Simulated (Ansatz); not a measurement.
A further run on `FCC(F)(F)CCC1(F)CC(F)(F)CO1`.

```yaml
crystal:
  periodic: [false, false, false]
  atoms:
    - {symbol: F, position_ang: [-3.113865, -1.572420, 0.570253]}
    - {symbol: C, position_ang: [-3.417682, -0.602822, -0.341566]}
    - {symbol: C, position_ang: [-2.845239, 0.731204, 0.102364]}
    - {symbol: F, position_ang: [-3.611222, 1.225437, 1.106681]}
    - {symbol: F, position_ang: [-2.992143, 1.578239, -0.955873]}
    - {symbol: C, position_ang: [-1.409308, 0.709258, 0.562430]}
    - {symbol: C, position_ang: [-0.436564, 0.223262, -0.497717]}
    - {symbol: C, position_ang: [1.000781, 0.367643, -0.058589]}
    - {symbol: F, position_ang: [1.248643, 1.709320, 0.200441]}
    - {symbol: C, position_ang: [2.069425, -0.113678, -1.037260]}
    - {symbol: C, position_ang: [3.164874, -0.654907, -0.126108]}
    - {symbol: F, position_ang: [4.336344, 0.001846, -0.264688]}
    - {symbol: F, position_ang: [3.416365, -1.959093, -0.397199]}
    - {symbol: C, position_ang: [2.601670, -0.489350, 1.287245]}
    - {symbol: O, position_ang: [1.211670, -0.345335, 1.108335]}
    - {symbol: H, position_ang: [-4.511258, -0.501038, -0.431624]}
    - {symbol: H, position_ang: [-2.996805, -0.874235, -1.322549]}
    - {symbol: H, position_ang: [-1.350492, 0.070439, 1.454085]}
    - {symbol: H, position_ang: [-1.160543, 1.735767, 0.869226]}
    - {symbol: H, position_ang: [-0.564533, 0.794836, -1.430156]}
    - {symbol: H, position_ang: [-0.606827, -0.841231, -0.722059]}
    - {symbol: H, position_ang: [1.686485, -0.929747, -1.662995]}
    - {symbol: H, position_ang: [2.437521, 0.700378, -1.672232]}
    - {symbol: H, position_ang: [2.796761, -1.370816, 1.910547]}
    - {symbol: H, position_ang: [3.045942, 0.407083, 1.748988]}
basis:
  gaussian: {orbitals: STO-3G}
hamiltonian: {xc: {name: wB97X-V}, pseudopotentials: {relativity: none}}
scf: {omitted_lower_state_checks: [starts]}
output: {forces: true}
```

```sh
$ ansatz run in.yaml --threads 6 --pin off --events-out ev --progress --plain --max-ram 7833MiB
```

Shortened log:

```
Functional definition: wB97X-V
1262 factors; integrals over basis functions are off by at most 5.9e-5 eV
378 factors; integrals over basis functions are off by at most 1.1e-6 eV
mean field evaluation 1: about -26426.1951 eV, gradient 5.3e1 eV
mean field evaluation 2: about -26432.0243 eV, gradient 3.6e1 eV
mean field evaluation 4: about -26435.2912 eV, gradient 4.8e-1 eV
mean field evaluation 8: about -26435.2234 eV, gradient 3.0e-2 eV
mean field -26435.22340237 eV, -971.4765415989 hartree, gradient 2.3e-5 eV, S^2 0.000000; 0 other end points of the search recorded, 0 dependent functions left out
reference -26435.22340087 eV, -971.4765415441 hartree; 60, 60 occupied and 25, 25 virtual orbitals, 1262 factors
Total energy: -26435.22340087 eV, -971.4765415441 hartree
Atom 0 at    -3.113865    -1.572420     0.570253 Å, force     0.446641    -1.817057     1.543399 eV/Å
Atom 1 at    -3.417682    -0.602822    -0.341566 Å, force    -0.602716    -1.536612    -0.967476 eV/Å
Atom 2 at    -2.845239     0.731204     0.102364 Å, force    -0.203865     0.667642    -0.571158 eV/Å
Atom 3 at    -3.611222     1.225437     1.106681 Å, force    -1.604960     0.960452     2.311923 eV/Å
Atom 4 at    -2.992143     1.578239    -0.955873 Å, force    -0.045739     1.822139    -2.166772 eV/Å
Atom 5 at    -1.409308     0.709258     0.562430 Å, force     1.528985     0.000739     1.416536 eV/Å
Atom 6 at    -0.436564     0.223262    -0.497717 Å, force    -1.048718    -0.971857    -1.391148 eV/Å
Atom 7 at     1.000781     0.367643    -0.058589 Å, force     0.626044     1.913703    -1.023933 eV/Å
Atom 8 at     1.248643     1.709320     0.200441 Å, force     0.198425     1.662059     0.218796 eV/Å
Atom 9 at     2.069425    -0.113678    -1.037260 Å, force    -0.597336    -0.059632    -2.264194 eV/Å
Atom 10 at     3.164874    -0.654907    -0.126108 Å, force     0.361431    -0.146358    -0.217412 eV/Å
Atom 11 at     4.336344     0.001846    -0.264688 Å, force     2.530633     1.653186    -0.364588 eV/Å
Atom 12 at     3.416365    -1.959093    -0.397199 Å, force     0.383302    -2.769129    -0.551882 eV/Å
Atom 13 at     2.601670    -0.489350     1.287245 Å, force     0.392781     0.327426     1.409137 eV/Å
Atom 14 at     1.211670    -0.345335     1.108335 Å, force    -2.378170    -2.032723     3.260706 eV/Å
Atom 15 at    -4.511258    -0.501038    -0.431624 Å, force    -0.522193     0.204463    -0.292820 eV/Å
Atom 16 at    -2.996805    -0.874235    -1.322549 Å, force     0.032739     0.052969    -0.673491 eV/Å
Atom 17 at    -1.350492     0.070439     1.454085 Å, force     0.142665    -0.076602     0.078252 eV/Å
Atom 18 at    -1.160543     1.735767     0.869226 Å, force     0.189177     0.029074     0.009920 eV/Å
Atom 19 at    -0.564533     0.794836    -1.430156 Å, force    -0.105893    -0.002994    -0.016822 eV/Å
Atom 20 at    -0.606827    -0.841231    -0.722059 Å, force    -0.174416     0.031182    -0.052501 eV/Å
Atom 21 at     1.686485    -0.929747    -1.662995 Å, force    -0.003438     0.012597    -0.169227 eV/Å
Atom 22 at     2.437521     0.700378    -1.672232 Å, force     0.013348     0.061508    -0.113049 eV/Å
Atom 23 at     2.796761    -1.370816     1.910547 Å, force     0.099865    -0.227190     0.292148 eV/Å
Atom 24 at     3.045942     0.407083     1.748988 Å, force     0.341408     0.241017     0.295656 eV/Å
Dipole moment:     0.047020    -0.084580    -0.233337 e Å
Checks for a lower state left out: starts
```

Run time 4.2 s (6 threads of Intel Xeon 6975P-C on a shared host).
